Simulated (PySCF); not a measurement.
CH₅BeN, singlet, at a GFN2-xTB geometry (such geometries of metal compounds can be far from the true shape), with bond 7-6 at 2.4 times its length; CASSCF(6,5)/6-31G* (PySCF).

Here is a job for PySCF.
```python
from pyscf import gto, scf, mcscf
import numpy

mol = gto.Mole()
mol.atom = '''
    Be   -0.056842   -0.036007    0.067314
    C     1.132429    0.418160   -1.101828
    H     2.059859   -0.149031   -1.049728
    H     1.438835    1.459711   -1.013093
    H     0.798456    0.315120   -2.132727
    N    -1.112469   -0.410139    1.080155
    H    -2.280166   -2.517889    1.265863
    H    -1.478063    0.168612    1.818643
'''
mol.basis = '6-31g*'
mol.charge = 0
mol.spin = 0
mol.verbose = 4
mol.build()

mf = scf.RHF(mol)
mf.kernel()
mc = mcscf.CASSCF(mf, 5, 6)
mc.fix_spin_(ss=0.0)
mc.kernel()
occ = numpy.linalg.eigvalsh(mc.fcisolver.make_rdm1(mc.ci, mc.ncas, mc.nelecas))[::-1]
ss = mc.fcisolver.spin_square(mc.ci, mc.ncas, mc.nelecas)[0]
print('natural occupations', occ.round(4), ' <S^2>', round(ss, 4))
```

The log (banner, timings and long lists left out):

```
PySCF version 2.14.0

[INPUT] verbose = 4
[INPUT] num. atoms = 8
[INPUT] num. electrons = 22
[INPUT] charge = 0
[INPUT] spin (= nelec alpha-beta = 2S) = 0
[INPUT] symmetry False subgroup None
[INPUT] Mole.unit = angstrom
[INPUT] Symbol           X                Y                Z      unit          X                Y                Z       unit  Magmom
[...]
nuclear repulsion = 48.2734528107198
number of shells = 28
number of NR pGTOs = 101
number of NR cGTOs = 52
basis = 6-31g*
ecp = {}

******** <class 'pyscf.scf.hf.RHF'> ********
method = RHF
initial guess = minao
damping factor = 0
level_shift factor = 0
DIIS = <class 'pyscf.scf.diis.CDIIS'>
diis_start_cycle = 1
diis_space = 8
diis_damp = 0
SCF conv_tol = 1e-09
SCF conv_tol_grad = None
SCF max_cycles = 50
direct_scf = True
direct_scf_tol = 1e-13
Set gradient conv threshold to 3.16228e-05
Initial guess from minao.
init E= -109.553180099262
[...]
cycle= 1 E= -109.471868766087  delta_E= 0.0813  |g|= 0.538  |ddm|= 2.31
[...]
cycle= 2 E= -109.468363470569  delta_E= 0.00351  |g|= 0.744  |ddm|= 1.16
[...]
cycle= 3 E= -109.625771131686  delta_E= -0.157  |g|= 0.0971  |ddm|= 0.531
[...]
cycle= 4 E= -109.630964162739  delta_E= -0.00519  |g|= 0.0305  |ddm|= 0.166
[...]
cycle= 5 E= -109.631468148988  delta_E= -0.000504  |g|= 0.00676  |ddm|= 0.0537
[...]
cycle= 6 E= -109.631503441456  delta_E= -3.53e-05  |g|= 0.00231  |ddm|= 0.0138
[...]
cycle= 7 E= -109.631508158553  delta_E= -4.72e-06  |g|= 0.000704  |ddm|= 0.00463
[...]
cycle= 8 E= -109.631508755819  delta_E= -5.97e-07  |g|= 0.000234  |ddm|= 0.00167
[...]
cycle= 9 E= -109.631508811733  delta_E= -5.59e-08  |g|= 7.85e-05  |ddm|= 0.000511
[...]
cycle= 10 E= -109.631508818426  delta_E= -6.69e-09  |g|= 2.28e-05  |ddm|= 0.000165
[...]
cycle= 11 E= -109.631508819198  delta_E= -7.73e-10  |g|= 1.09e-05  |ddm|= 6.23e-05
[...]
Extra cycle  E= -109.63150881926  delta_E= -6.2e-11  |g|= 8.25e-06  |ddm|= 1.56e-05
converged SCF energy = -109.63150881926

******** <class 'pyscf.mcscf.mc1step.CASSCF'> ********
CAS (3e+3e, 5o), ncore = 8, nvir = 39
max_cycle_macro = 50
max_cycle_micro = 4
conv_tol = 1e-07
conv_tol_grad = None
orbital rotation max_stepsize = 0.02
orbital rotation threshold for CI restart = 0.01
augmented hessian ah_max_cycle = 30
augmented hessian ah_conv_tol = 1e-12
augmented hessian ah_linear dependence = 1e-14
augmented hessian ah_level shift = 1e-08
augmented hessian ah_start_tol = 2.5
augmented hessian ah_start_cycle = 3
augmented hessian ah_grad_trust_region = 3
kf_trust_region = 3
kf_interval = 4
ci_response_space = 4
ci_grad_trust_region = 3
with_dep4 0
natorb = False
canonicalization = True
sorting_mo_energy = False
ao2mo_level = 2
internal_rotation = False
******** <class 'pyscf.fci.addons.SpinPenaltyFCISolver'> ********
max. cycles = 50
conv_tol = 1e-08
davidson only = True
linear dependence = 1e-12
level shift = 0.001
max iter space = 12
nroots = 1
pspace_size = 400
spin = None
CASCI E = -109.731956056437  S^2 = 0.0000000
Set conv_tol_grad to 0.000316228
macro iter   1 ( 21 JK    4 micro), CASSCF E = -109.752188966370  dE = -2.02329099e-02  S^2 = 0.0000000
               |grad[o]|=0.109  |grad[c]|=0.0283  |ddm|=0.0612  |maxRot[o]|=0.249
macro iter   2 ( 21 JK    4 micro), CASSCF E = -109.757479125532  dE = -5.29015916e-03  S^2 = 0.0000000
               |grad[o]|=0.0243  |grad[c]|=0.00996  |ddm|=0.00933  |maxRot[o]|=0.294
macro iter   3 ( 21 JK    4 micro), CASSCF E = -109.761028117159  dE = -3.54899163e-03  S^2 = 0.0000000
               |grad[o]|=0.0186  |grad[c]|=0.0155  |ddm|=0.0076  |maxRot[o]|=0.258
macro iter   4 ( 21 JK    4 micro), CASSCF E = -109.761470452583  dE = -4.42335424e-04  S^2 = 0.0000000
               |grad[o]|=0.00904  |grad[c]|=0.00521  |ddm|=0.00295  |maxRot[o]|= 0.17
macro iter   5 ( 21 JK    4 micro), CASSCF E = -109.761499474244  dE = -2.90216608e-05  S^2 = 0.0000000
               |grad[o]|=0.00266  |grad[c]|=0.0012  |ddm|=0.000807  |maxRot[o]|=0.0884
[...]
macro iter  32 (  7 JK    2 micro), CASSCF E = -109.761791299105  dE = -8.19585179e-06  S^2 = 0.0000000
               |grad[o]|=0.000871  |grad[c]|=0.0012  |ddm|=0.00014  |maxRot[o]|=0.0463
macro iter  33 (  7 JK    2 micro), CASSCF E = -109.761802252837  dE = -1.09537321e-05  S^2 = 0.0000000
               |grad[o]|=0.000696  |grad[c]|=0.00211  |ddm|=0.00107  |maxRot[o]|=0.0561
macro iter  34 (  7 JK    2 micro), CASSCF E = -109.761812357154  dE = -1.01043165e-05  S^2 = 0.0000000
               |grad[o]|=0.000688  |grad[c]|=0.00323  |ddm|=0.00204  |maxRot[o]|=0.063
macro iter  35 (  6 JK    2 micro), CASSCF E = -109.761818525503  dE = -6.16834939e-06  S^2 = 0.0000000
               |grad[o]|=0.000818  |grad[c]|=0.00193  |ddm|=0.00256  |maxRot[o]|=0.0474
macro iter  36 ( 15 JK    4 micro), CASSCF E = -109.761814910811  dE =  3.61469175e-06  S^2 = 0.0000000
               |grad[o]|=0.000958  |grad[c]|=0.0121  |ddm|=0.00387  |maxRot[o]|=0.117
macro iter  37 ( 21 JK    4 micro), CASSCF E = -109.761816947393  dE = -2.03658126e-06  S^2 = 0.0000000
               |grad[o]|=0.000852  |grad[c]|=0.000498  |ddm|=0.00115  |maxRot[o]|=0.00403
macro iter  38 (  7 JK    2 micro), CASSCF E = -109.761821724247  dE = -4.77685498e-06  S^2 = 0.0000000
               |grad[o]|=0.000813  |grad[c]|=0.0011  |ddm|=0.000514  |maxRot[o]|=0.0378
macro iter  39 (  7 JK    2 micro), CASSCF E = -109.761827620591  dE = -5.89634341e-06  S^2 = 0.0000000
               |grad[o]|=0.000693  |grad[c]|=0.00188  |ddm|=0.00164  |maxRot[o]|=0.0514
macro iter  40 (  6 JK    2 micro), CASSCF E = -109.761832532031  dE = -4.91143967e-06  S^2 = 0.0000000
               |grad[o]|=0.00081  |grad[c]|=0.00178  |ddm|=0.00258  |maxRot[o]|=0.0419
macro iter  41 ( 14 JK    4 micro), CASSCF E = -109.761828360711  dE =  4.17131932e-06  S^2 = 0.0000000
               |grad[o]|=0.000896  |grad[c]|=0.0144  |ddm|=0.003  |maxRot[o]|= 0.11
macro iter  42 ( 21 JK    4 micro), CASSCF E = -109.761830704185  dE = -2.34347409e-06  S^2 = 0.0000000
               |grad[o]|=0.000864  |grad[c]|=0.000489  |ddm|=0.00164  |maxRot[o]|=0.00753
macro iter  43 ( 21 JK    4 micro), CASSCF E = -109.761825698000  dE =  5.00618532e-06  S^2 = 0.0000000
               |grad[o]|=0.000821  |grad[c]|=0.00138  |ddm|=0.0035  |maxRot[o]|=0.0842
macro iter  44 ( 25 JK    4 micro), CASSCF E = -109.761831245630  dE = -5.54762961e-06  S^2 = 0.0000000
               |grad[o]|=0.000887  |grad[c]|=0.000254  |ddm|=0.0021  |maxRot[o]|=0.0158
macro iter  45 ( 20 JK    4 micro), CASSCF E = -109.761842733060  dE = -1.14874300e-05  S^2 = 0.0000000
               |grad[o]|=0.000878  |grad[c]|=0.000499  |ddm|=0.00245  |maxRot[o]|=0.0399
macro iter  46 ( 17 JK    4 micro), CASSCF E = -109.761838426273  dE =  4.30678658e-06  S^2 = 0.0000000
               |grad[o]|=0.000933  |grad[c]|=0.0021  |ddm|=0.00302  |maxRot[o]|=0.0464
macro iter  47 ( 25 JK    4 micro), CASSCF E = -109.761846213148  dE = -7.78687486e-06  S^2 = 0.0000000
               |grad[o]|=0.00091  |grad[c]|=0.000267  |ddm|=0.00157  |maxRot[o]|=0.0378
macro iter  48 ( 21 JK    4 micro), CASSCF E = -109.761848348773  dE = -2.13562544e-06  S^2 = 0.0000000
               |grad[o]|=0.000848  |grad[c]|=0.000601  |ddm|=0.00148  |maxRot[o]|=0.007
macro iter  49 (  7 JK    2 micro), CASSCF E = -109.761855026493  dE = -6.67771972e-06  S^2 = 0.0000000
               |grad[o]|=0.000786  |grad[c]|=0.00117  |ddm|=0.0003  |maxRot[o]|=0.0461
macro iter  50 (  7 JK    2 micro), CASSCF E = -109.761862919430  dE = -7.89293721e-06  S^2 = 0.0000000
               |grad[o]|=0.000654  |grad[c]|=0.00218  |ddm|=0.000812  |maxRot[o]|=0.0568
1-step CASSCF not converged,  50 macro (670 JK 147 micro) steps
CASSCF canonicalization
Density matrix diagonal elements [1.98073689 1.99668366 1.39683711 0.59576513 0.02997721]
CASSCF energy = -109.761862919430
CASCI E = -109.761862919430  E(CI) = -8.56009509156146  S^2 = 0.0000000
natural occupations [1.9997 1.9834 1.3951 0.6052 0.0166]  <S^2> 0.0
```

The run did not converge; its last values are not results.
